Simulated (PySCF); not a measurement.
# Diatomics of Hg with the halogens

HF with triple-zeta basis sets in PySCF, for the lowest determinant that a PBE0 search found; no spin–orbit coupling. De refers to high-spin ground-configuration atoms. A positive dipole means M(−)Hg(+).

```
 M       basis  reference  state (unpaired electrons)  Re (Å)  ωe (cm⁻¹)  De (eV)  μ (D)
 F  def2-TZVPP        UHF               doublet (σ ↑)   2.022        512     0.29   3.90
Cl  def2-TZVPP        UHF               doublet (σ ↑)   2.408        294     0.64   3.74
Br  def2-TZVPP        UHF               doublet (σ ↑)   2.554        190     0.51   3.56
 I  def2-TZVPP        UHF               doublet (σ ↑)   2.768        131     0.27   3.10
```

The shortest bond is that of HgF (2.022 Å), the longest that of HgI (2.768 Å).

Down a group the atoms grow and get heavier, so bonds lengthen and wavenumbers fall; this series shows no clear exception.

These are scalar-relativistic numbers at best; spin–orbit coupling would shift them, the dissociation energy most. Hartree–Fock leaves out correlation, which carries a large part of most bond energies and some tenths to 1 eV of ionisation energies. States were picked by a PBE0 search and need not be the measured ground states.
